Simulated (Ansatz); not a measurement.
Geometry optimisation, RHF/cc-pVDZ in Ansatz.

The input (input.yaml):

```yaml
crystal:
  periodic: [false, false, false]
  atoms:
    - { symbol: "N", position_ang: [-0.0172, 0.6049, 1.7634] }
    - { symbol: C, position_ang: [-0.9919, 0.1605, 0.7284] }
    - { symbol: Al, position_ang: [-1.4092, 1.5587, -0.6818] }
    - { symbol: Si, position_ang: [-0.2295, -1.3774, -0.0752] }
    - { symbol: Si, position_ang: [1.7168, -1.0375, -0.9867] }
    - { symbol: H, position_ang: [0.7895, 1.0513, 1.2877] }
    - { symbol: H, position_ang: [-0.4977, 1.4433, 2.2626] }
    - { symbol: H, position_ang: [-1.9153, -0.0879, 1.2011] }
    - { symbol: H, position_ang: [-2.2514, 2.83, -0.18] }
    - { symbol: H, position_ang: [-0.2047, 1.9154, -1.6704] }
    - { symbol: H, position_ang: [-0.1948, -2.4378, 0.9715] }
    - { symbol: H, position_ang: [-1.2084, -1.8391, -1.1025] }
    - { symbol: H, position_ang: [2.5917, -0.5487, 0.0628] }
    - { symbol: H, position_ang: [2.1892, -2.2692, -1.5411] }
    - { symbol: H, position_ang: [1.6111, -0.0173, -2.0105] }
basis:
  gaussian: { orbitals: cc-pVDZ }
hamiltonian:
  xc: hf
relax:
  f_tol: 0.015
  max_steps: 40
```

Command:

```bash
$ ansatz run input.yaml --threads 2 --pin off --max-ram 3072MiB --backend cpu --events-out ev --progress --plain --runs-dir out
```

Task: Where does it end, and by what steps?

Result: The forces met the threshold. After 35 steps the energy has fallen by 1.060 eV; H9 moved furthest, 1.83 Å.

```tsv
step	energy less start (eV)	largest force component (eV/Å)	accepted
0	0.0000	3.572	yes
2	-0.9502	0.315	yes
4	-0.9783	0.173	yes
6	-0.9848	0.061	yes
8	-0.9857	0.058	yes
10	-0.9870	0.070	yes
12	-0.9885	0.029	yes
14	-0.9734	0.295	no
16	-0.9907	0.042	yes
18	-0.9928	0.131	yes
20	-1.0112	0.072	yes
22	-1.0238	0.363	yes
24	-1.0458	0.083	yes
26	-1.0502	0.239	no
28	-1.0583	0.061	yes
30	-1.0592	0.043	yes
32	-1.0599	0.038	yes
34	-1.0602	0.019	yes
35	-1.0602	0.013	yes
```

```xyz
15
Properties=species:S:1:pos:R:3
N 0.172 0.710 1.760
C -0.867 0.359 0.751
Al -1.380 1.801 -0.532
Si -0.376 -1.333 0.011
Si 1.740 -1.249 -1.071
H 0.935 1.200 1.325
H -0.200 1.348 2.443
H -1.787 0.108 1.299
H -2.613 1.637 -1.518
H -0.529 3.145 -0.522
H -0.340 -2.377 1.072
H -1.383 -1.747 -1.015
H 2.837 -0.923 -0.119
H 2.054 -2.545 -1.734
H 1.717 -0.184 -2.121
```

Whether the end is a true minimum wasn't checked by a vibrational analysis.

Run time: 2.1 min on 2 threads of Arm Neoverse V1, on a shared host, peak memory 0.36 GiB.
